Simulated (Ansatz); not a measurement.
Mulliken charges of FH2ISi (`F[SiH2]I`) from PBE/def2-TZVPP in Ansatz (PBE0-D4/def2-TZVP geometry).

```json
{"atom": "F1", "x (Å)": "-0.417", "y (Å)": "-0.253", "z (Å)": "1.547", "charge (e)": "-0.260"}
{"atom": "Si2", "x (Å)": "0.137", "y (Å)": "-0.141", "z (Å)": "0.058", "charge (e)": "0.476"}
{"atom": "I3", "x (Å)": "-1.230", "y (Å)": "1.422", "z (Å)": "-1.188", "charge (e)": "-0.118"}
{"atom": "H4", "x (Å)": "0.040", "y (Å)": "-1.472", "z (Å)": "-0.574", "charge (e)": "-0.049"}
{"atom": "H5", "x (Å)": "1.520", "y (Å)": "0.371", "z (Å)": "0.115", "charge (e)": "-0.049"}
```

Problem. By hand: the dipole of these point charges (1 e Å = 4.8032 D).

Solution. Σ q r = (0.242, -0.115, -0.212) e Å, of length 0.342 e Å = 1.64 D.

Problem. How does the dipole of the full density compare? (Best estimate.)

Solution. The calculation gave: (0.161, -0.079, -0.134) e Å, 1.08 D; the point charges give 1.52 times that, at 2° from its direction.

Point charges leave out the atoms' own dipoles, such as those of lone pairs, and Mulliken's split depends on the basis, so the two needn't agree.
